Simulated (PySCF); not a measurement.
Cl$_{6}$Pt (SMILES [Cl][Pt-2]([Cl])([Cl])([Cl])([Cl])[Cl]), charge -2, singlet, at a GFN2-xTB geometry (such geometries of metal compounds can be far from the true shape) (core potentials on Pt); PySCF with DF-CAMB3LYP/def2-SVP.

The PySCF input:
```python
from pyscf import gto, scf, dft

mol = gto.Mole()
mol.atom = '''
    Pt   -0.000000    0.000000    0.000000
    Cl    2.079927    0.862497   -0.735908
    Cl    0.743768    0.122523    2.245742
    Cl   -0.743768   -0.122523   -2.245742
    Cl   -2.079927   -0.862497    0.735908
    Cl   -0.855728    2.202872    0.163225
    Cl    0.855728   -2.202872   -0.163225
'''
mol.basis = 'def2-svp'
mol.ecp = {'Pt': 'def2-svp'}
mol.charge = -2
mol.spin = 0
mol.verbose = 3
mol.build()

mf = dft.RKS(mol)
mf.xc = 'camb3lyp'
mf.grids.radi_method = dft.radi.mura_knowles
mf = mf.density_fit(auxbasis='def2-universal-jkfit')
mf.kernel()
mf.analyze()
```

It wrote (shortened):

```
converged SCF energy = -2879.90343793174
**** MO energy ****
MO #1   energy= -101.230298772909  occ= 2
MO #2   energy= -101.230202152058  occ= 2
MO #3   energy= -101.230201235765  occ= 2
MO #4   energy= -101.230199531017  occ= 2
MO #5   energy= -101.230124725072  occ= 2
MO #6   energy= -101.230123185807  occ= 2
MO #7   energy= -9.1828448104852   occ= 2
MO #8   energy= -9.18279872933412  occ= 2
MO #9   energy= -9.18279803425721  occ= 2
MO #10  energy= -9.1827967204816   occ= 2
MO #11  energy= -9.18273105488016  occ= 2
MO #12  energy= -9.18272987351891  occ= 2
MO #13  energy= -6.95167158279369  occ= 2
MO #14  energy= -6.95166896899349  occ= 2
MO #15  energy= -6.95165109740834  occ= 2
MO #16  energy= -6.95164828638458  occ= 2
MO #17  energy= -6.95164670253777  occ= 2
MO #18  energy= -6.95163775621542  occ= 2
MO #19  energy= -6.94379244429975  occ= 2
MO #20  energy= -6.94379098068445  occ= 2
MO #21  energy= -6.9437890509635   occ= 2
MO #22  energy= -6.9437850047632   occ= 2
MO #23  energy= -6.94378282927907  occ= 2
MO #24  energy= -6.94378165593513  occ= 2
MO #25  energy= -6.94376498154642  occ= 2
MO #26  energy= -6.94376285137559  occ= 2
MO #27  energy= -6.9437617383657   occ= 2
MO #28  energy= -6.9437597162589   occ= 2
MO #29  energy= -6.94375871691473  occ= 2
MO #30  energy= -6.94375653571453  occ= 2
MO #31  energy= -3.81243701914663  occ= 2
MO #32  energy= -2.04713824571108  occ= 2
MO #33  energy= -2.04713778572438  occ= 2
MO #34  energy= -2.04713754903528  occ= 2
MO #35  energy= -0.567274985139237 occ= 2
MO #36  energy= -0.539997029691688 occ= 2
MO #37  energy= -0.539996249589983 occ= 2
MO #38  energy= -0.537601622609159 occ= 2
MO #39  energy= -0.53760150169797  occ= 2
MO #40  energy= -0.537600613731433 occ= 2
MO #41  energy= -0.181789246128373 occ= 2
MO #42  energy= -0.181788403769195 occ= 2
MO #43  energy= -0.176329245373152 occ= 2
MO #44  energy= -0.169499271593426 occ= 2
MO #45  energy= -0.169498014893845 occ= 2
MO #46  energy= -0.169497137730792 occ= 2
MO #47  energy= -0.0954516658172701 occ= 2
MO #48  energy= -0.0954507039378818 occ= 2
MO #49  energy= -0.0954505552008016 occ= 2
MO #50  energy= -0.0446127935274314 occ= 2
MO #51  energy= -0.0446124338579899 occ= 2
MO #52  energy= -0.0446118999684503 occ= 2
MO #53  energy= -0.037555510721268 occ= 2
MO #54  energy= -0.0375549199357915 occ= 2
MO #55  energy= -0.0375543396747097 occ= 2
MO #56  energy= -0.0267011648479135 occ= 2
MO #57  energy= -0.0267007178329302 occ= 2
MO #58  energy= -0.0267003044214778 occ= 2
MO #59  energy= -0.0213737240204178 occ= 2
MO #60  energy= -0.0213733512279679 occ= 2
MO #61  energy= -0.0213721714891483 occ= 2
MO #62  energy= 0.231026121886554  occ= 0
MO #63  energy= 0.231026403401602  occ= 0
MO #64  energy= 0.433930714965993  occ= 0
MO #65  energy= 0.457215765026992  occ= 0
MO #66  energy= 0.461635759652756  occ= 0
MO #67  energy= 0.461639210507434  occ= 0
MO #68  energy= 0.461644421187375  occ= 0
MO #69  energy= 0.718976156090842  occ= 0

WARN: System has nonzero charge -2; the dipole moment is origin-dependent.
Location of origin: [0. 0. 0.]

Dipole moment(X, Y, Z, Debye):  0.00000,  0.00000, -0.00000
```
